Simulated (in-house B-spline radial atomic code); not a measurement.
Kr: [Ar] 3d10 4s2 4p6

All numbers are computed (Dirac-Kohn-Sham BP86, spherical fractional occupations; Fermi nucleus of rms radius 4.1884 fm) with a B-spline radial code for spherical atoms, not measured.

Z_r = [3n² - l(l+1)]/(2<r>); Z_e = n√(-2ε); the last column is Slater's effective charge. Values are occupation-weighted means over j. An effective charge above Z reflects the relativistic contraction of the inner shells.

| shell | electrons | ε (eV) | <r> (bohr) | Z_r | Z_e | Slater |
| --- | --- | --- | --- | --- | --- | --- |
| 1s | 2 | -14157 | 0.04148 | 36.16 | 32.26 | 35.70 |
| 2s | 2 | -1864.1 | 0.1832 | 32.75 | 23.41 | 31.85 |
| 2p | 6 | -1648.7 | 0.16 | 31.25 | 22.02 | 31.85 |
| 3s | 2 | -263.95 | 0.5302 | 25.46 | 13.21 | 24.75 |
| 3p | 6 | -195.31 | 0.5405 | 23.13 | 11.37 | 24.75 |
| 3d | 10 | -81.504 | 0.556 | 18.89 | 7.34 | 14.85 |
| 4s | 2 | -23.16 | 1.571 | 15.28 | 5.22 | 8.25 |
| 4p | 6 | -9.3527 | 1.944 | 11.83 | 3.32 | 8.25 |

The least bound orbital is 4p3/2 at -9.139 eV, and it is also the most diffuse (<r> = 1.96 bohr).

Spin-orbit splittings of the orbital energies (j = l + 1/2 above j = l - 1/2 when positive): 2p 53.86 eV, 3p 7.921 eV, 3d 1.303 eV, 4p 0.6397 eV.

For the 1s electron the small component carries 1.71 % of the norm, the zero-frequency Breit interaction raises the level by 23.62 eV, self-energy by 12.54 eV, and vacuum polarisation lowers it by 1.304 eV.
